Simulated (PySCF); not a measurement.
Simulated Si 2p region for `CN(C)[Si]1([SiH2][SiH2][SiH2]1)C#C`, binding energy against the vacuum level.

Every computed line was given a Gaussian of 0.6 eV full width at half maximum and an area set by the number of equivalent atoms (split 2:1 within a doublet); the highest printed point is 100. The calculation used PySCF 2.14.0, delta-SCF UKS SCAN, pcX-2 on the ionised atom, pcseg-1 elsewhere, spin-free X2C.

binding energy (eV), intensity and a bar:
```
    104.7          0 
    104.8          1 
    104.9          2 #
    105.0          6 ##
    105.1         13 ####
    105.2         26 ########
    105.3         44 #############
    105.4         65 ####################
    105.5         84 #########################
    105.6         97 #############################
    105.7        100 ##############################
    105.8         97 #############################
    105.9         92 ############################
    106.0         90 ###########################
    106.1         91 ###########################
    106.2         92 ############################
    106.3         88 ##########################
    106.4         77 #######################
    106.5         62 ###################
    106.6         47 ##############
    106.7         35 ###########
    106.8         28 ########
    106.9         22 #######
    107.0         18 #####
    107.1         13 ####
    107.2          9 ###
    107.3          5 ##
    107.4          3 #
    107.5          1 
    107.6          0 
    107.7          0 
    107.8          0
```

**Question.** How many maxima does the curve show, and how many computed lines lie under it?

**Answer.** The curve has 2 maxima (at 105.7 and 106.2 eV). Under it lie 6 lines from 3 inequivalent silicon sites, each drawn as a 2p3/2, 2p1/2 pair. At this width some lines have no maximum of their own.

**Question.** Decompose the envelope and assign each component. Numbering: `[CH:1]#[C:2][Si:3]1([N:4]([CH3:5])[CH3:6])[SiH2:7][SiH2:8][SiH2:9]1`.

**Answer.** 
| position (eV) | relative area | line | atoms | environment |
| --- | --- | --- | --- | --- |
| 105.57 | 1.33 | Si 2p3/2 | Si7/Si9 | SiH2 silicon |
| 105.80 | 0.67 | Si 2p3/2 | Si8 | SiH2 silicon |
| 106.19 | 0.67 | Si 2p1/2 | Si7/Si9 | SiH2 silicon |
| 106.28 | 0.67 | Si 2p3/2 | Si3 | four-coordinate silicon |
| 106.42 | 0.33 | Si 2p1/2 | Si8 | SiH2 silicon |
| 106.90 | 0.33 | Si 2p1/2 | Si3 | four-coordinate silicon |

**Question.** What are the centre and the root-mean-square width of the whole band?

**Answer.** The area-weighted mean of the lines is 106.01 eV. Their own spread about it is 0.41 eV (rms) and each Gaussian has σ = 0.6/2.355 = 0.25 eV; the variances add, which gives 0.48 eV.

Lowest listed Si 2p3/2: Si7/Si9, bonded to 2 H and 2 Si. Highest, 0.71 eV above it: Si3, bonded to N, C and 2 Si. The widest gap between neighbouring values is 0.48 eV, between 105.80 and 106.28 eV. Summing the Pauling electronegativity differences to the bonded atoms, each weighted by its formal bond order, gives +0.60 for the lowest site and +1.79 for the highest; no listed site has a larger sum than the highest.

The curve has no shake-up lines and no vibrational structure. Topologically equivalent atoms share the value of their first member; where this conformer doesn't relate them by symmetry, their own values could differ. The 2p values aren't plain energy differences: one relaxed spin-free 2p hole is combined with a matrix within the shell (ground-state 2p orbital-energy differences and spin–orbit coupling). 2p3/2, the mean of its two sublevels, lies a third of the splitting below the shell's mean and 2p1/2 two thirds above it; the statistical areas are 2:1. 2p1/2 minus 2p3/2 (ligand field included): Si 0.62 eV. Isolated species at its PBE0-D3(BJ)/def2-SVP geometry (one conformer only).

The run took 2.9 min wall on Arm Neoverse V2, one thread, on a shared host.

Conformer computed: `[CH:1]#[C:2][Si:3]1([N:4]([CH3:5])[CH3:6])[SiH2:7][SiH2:8][SiH2:9]1`: C2–Si3–N4–C5 -36°.
